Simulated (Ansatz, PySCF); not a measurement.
Process, species as SMILES: [LiH] (LiH) -> Li atom + H atom (the H-Li bond at the site shown breaks; other sites are not compared here)
Geometries: B3LYP-D3(BJ)/def2-TZVP minima from Ansatz (an electronic-structure program).

Property: bond dissociation energy (electronic energy difference), in eV. Valence correlation only, unless marked. UHF or UKS for open shells. No spin-orbit coupling. Non-relativistic. CBS(X,Y): correlation extrapolated as X^-3; Hartree-Fock from the larger set.

```
level                       program  bond dissociation energy (eV)
--------------------  -------------  -----------------------------
HF/def2-SVPD                 Ansatz                           1.50
HF-D3(BJ)/def2-TZVPD  PySCF + dftd3                           1.53
```

Question: Estimate the value at CCSD(T)/CBS(def2-TZVPPD,def2-QZVPPD) as computed with Ansatz.

Answer: 2.50 eV, so HF-D3(BJ)/def2-TZVPD differs from it by -0.97 eV.
